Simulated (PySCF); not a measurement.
## How methods differ on the ionisation energy of Tb

Tb [Xe] 4f9 6s2 (high-spin determinant) → Tb⁺ [Xe] 4f9 6s1 (high-spin determinant), as a difference of total energies. Computed with PySCF 2.14 in x2c-TZVPPall with one added diffuse shell each of s, p, d, f type (12s8p8d5f2g, 129 functions), with the spin-free X2C one-electron Hamiltonian (Gaussian nucleus). Correlated levels: valence: [Kr] 4d10 frozen; valence and next inner shell: [Ar] 3d10 frozen. The calculations carry no spin-orbit coupling.

```csv
method,ionisation energy (eV),error (eV)
UHF,4.789,-1.075
LDA,6.066,+0.202
PBE0,5.718,-0.146
r2SCAN,5.566,-0.298
MP2 (valence),5.775,-0.089
SCS-MP2 (valence),5.811,-0.053
MP2 (valence and next inner shell),5.800,-0.064
SCS-MP2 (valence and next inner shell),5.820,-0.044
```

Reference: 5.864 eV (measured; NIST Atomic Spectra Database, ionization energies).

Errors of the correlated levels include the incompleteness of this basis and the frozen core.

The determinant of Tb and of Tb⁺ mixes LS terms, which raises its energy above the lowest term, most at the Hartree-Fock and MP2 levels.
